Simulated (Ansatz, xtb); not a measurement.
# Isomers of C5H8O2S in order of energy

3 gas-phase structures of C5H8O2S, from a drawn sample of its isomers (lower ones may exist). Each was relaxed with GFN2-xTB; where two conformers were screened, the lower at r2SCAN-D4/def2-SVP is listed:

A. `C=CS(=O)/C=C(/C)O`, a singlet
B. `C=CS(=O)/C=C(\C)O`, a singlet
C. `C=CS(=O)CC(C)=O`, a singlet

**Question.** Make a reasoned guess at their ranking by r2SCAN-D4/def2-SVP single-point energy.

**Answer.** Calculated order at r2SCAN-D4/def2-SVP: C (0.000), A (0.168), B (0.535) eV.

Energies above the lowest of each column, in eV; the last columns are at PBE-D3(BJ)/def2-SVP geometries:

```
structure  GFN2-xTB  HF/STO-3G  r2SCAN-D4/def2-SVP  PBE-D3(BJ)/def2-SVP  CCSD(T)/def2-SVP + ΔMP2/def2-TZVPP
        C     0.000      0.000               0.000                0.000                               0.000
        A     0.166      0.057               0.168                0.068                               0.151
        B     0.373      0.810               0.535                0.492                               0.389
```

Every level run on C puts it lowest or level with the lowest. Flexible structures stand in one conformer each, not always the lowest. Frequencies (GFN2-xTB) were run for A, C alone. The ΔMP2 step shifts differences by up to 0.195 eV, which makes them less sure. ΔMP2 is the change of the MP2 energy from the smaller to the larger basis.

Programs: Ansatz 0.2.0, xtb 6.7.1.
